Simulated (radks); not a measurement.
The numbers below are computed, except where a source is named.
Question: Sm II, 61 electrons, occupied as [Xe] 4f6 6s1. Code: a radial shooting solver on a logarithmic mesh with Libxc functionals. Model: scalar-relativistic Kohn-Sham, PBE, spin-polarised, spherical densities, point nucleus; open shells are filled with parallel spins first (spin-orbit coupling, left out, can overturn this in heavy ions). Some entries of the table are withheld. Estimate them.

orbital,occ.,eigenvalue (eV),<1/r> (bohr^-1),<r^2> (bohr^2)
1s up,1,-46685.41,68.83,0.0007047
1s down,1,-46685.40,68.83,0.0007047
2s up,1,-7633.034,15.93,0.01111
2s down,1,-7633.004,15.93,0.01111
2p up,3,-6809.065,14.95,0.008917
2p down,3,-6809.044,14.95,0.008917
3s up,1,-1677.093,5.827,0.07429
3s down,1,-1675.248,5.832,0.07418
3p up,3,-1419.551,5.492,0.07441
3p down,3,-1417.716,5.497,0.07428
3d up,5,-1070.880,5.212,0.06282
3d down,5,-1069.468,5.217,0.06266
4s up,1,-339.4010,2.446,0.3788
4s down,1,-334.7442,2.446,0.3785
4p up,3,-254.8174,2.250,0.4281
4p down,3,-250.1541,2.251,0.4279
4d up,5,-136.1989,1.974,0.5226
4d down,5,-131.5306,1.973,0.5236
5s up,1,-50.3336,(1),(2)
5s down,1,-47.5265,(3),(4)
5p up,3,(5),0.7928,3.086
5p down,3,(6),0.7748,3.202
4f up,6,-9.7976,1.371,1.330
6s up,1,-8.8013,0.3253,16.72
4f down,0,-5.7422,1.314,1.665

Answer: 
(1) 5s up <1/r> (bohr^-1): 0.9436
(2) 5s up <r^2> (bohr^2): 2.216
(3) 5s down <1/r> (bohr^-1): 0.9267
(4) 5s down <r^2> (bohr^2): 2.281
(5) 5p up eigenvalue (eV): -30.0751
(6) 5p down eigenvalue (eV): -27.8942
